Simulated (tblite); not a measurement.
A tight-binding relaxation on `[P@H](CCC#N)(=O)/C=C\C`.

Computed with GFN2-xTB geometry optimisation, gas phase (tblite 0.8.0). Start geometry: from a force field or distance geometry. A driver script takes a list of jobs; this job's settings line and coordinates (Å) are shown.

Command:
```bash
OMP_NUM_THREADS=1 python probes_run.py task.json out
```

Input:
```
{"job": {"kind": "relax", "xc": "GFN2-xTB", "basis": "xTB"}, "charge": 0, "multiplicity": 1}
C      2.803800     0.818500     0.112500
C      2.524700    -0.555400    -0.408100
C      1.332200    -1.094200    -0.245700
P     -0.040900    -0.244700     0.530300
O     -0.429000    -1.022000     1.810800
C     -1.538300    -0.260900    -0.518300
C     -2.778800    -0.213600     0.314000
C     -2.829600     0.993300     1.156000
N     -2.888800     1.936600     1.797600
H      3.767900     1.223700    -0.208500
H      2.800700     0.839800     1.212600
H      2.009900     1.528400    -0.241300
H      3.307100    -1.150200    -0.888200
H      1.178700    -2.100600    -0.640000
H      0.233600     1.068800     0.921100
H     -1.486500    -1.120600    -1.208400
H     -1.519600     0.717900    -1.082600
H     -2.782100    -1.147800     0.930300
H     -3.674900    -0.207700    -0.321100
```

Estimate the output.

```
step      E/eV     max force
  0    -745.82255    5.412
  1    -746.12249    3.381
  2    -746.20462    2.766
  3    -746.21725    2.472
  4    -746.29817    0.797
  5    -746.34053    0.473
  6    -746.35661    0.395
  7    -746.36514    0.214
  8    -746.37197    0.244
  9    -746.38028    0.305
... (210 lines left out)
220    -746.55365    0.192
221    -746.55379    0.102
222    -746.55410    0.033
223    -746.55432    0.033
224    -746.55440    0.067
225    -746.55449    0.032
226    -746.55456    0.019
227    -746.55459    0.013
228    -746.55462    0.012
229    -746.55463    0.009
```

«max force» is the largest atomic force in eV/Å.

From which step on does the largest force stay under 0.1 eV/Å, and how much energy is left to gain from there?

From step 222 (0.033 eV/Å), 0.5 meV above the end.

Summary of the converged run: energy lowered by 16.9 kcal/mol over 229 steps; largest atomic force 0.009 eV/Å at the end.

On Arm Neoverse V2, one thread (shared host), this took 1.5 s of wall time.
Labels such as C1 count atoms from 1, the log's own numbers from 0.
